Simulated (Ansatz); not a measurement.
Basis-set series for `[SH][Ge][SH]`. Total charge 0; spin multiplicity 1. The structure was optimised at the PBE0-D4/def2-TZVP level. It is one conformer, not always the lowest.

```tsv
functional	basis	functions	energy (Eh)	HOMO (eV)	LUMO (eV)
PBE0-D4	def2-SVP	78	-2873.59306	-7.39	-2.25
PBE0-D4	def2-TZVPP	160	-2874.13371	-7.44	-2.37
ωB97M-V	def2-SVP	78	-2873.97051	-9.42	-0.32
ωB97M-V	def2-TZVPP	160	-2874.50834	-9.50	-0.47
```

(1) Give the rows for def2-QZVPP. (Estimate.)

Answers

(1) Ansatz gave: 
```json
{"functional": "PBE0-D4", "basis": "def2-QZVPP", "functions": "289", "energy (Eh)": "-2874.20289", "HOMO (eV)": "-7.48", "LUMO (eV)": "-2.42"}
{"functional": "ωB97M-V", "basis": "def2-QZVPP", "functions": "289", "energy (Eh)": "-2874.57523", "HOMO (eV)": "-9.54", "LUMO (eV)": "-0.57"}
```

Scalar relativity is left out up to krypton.
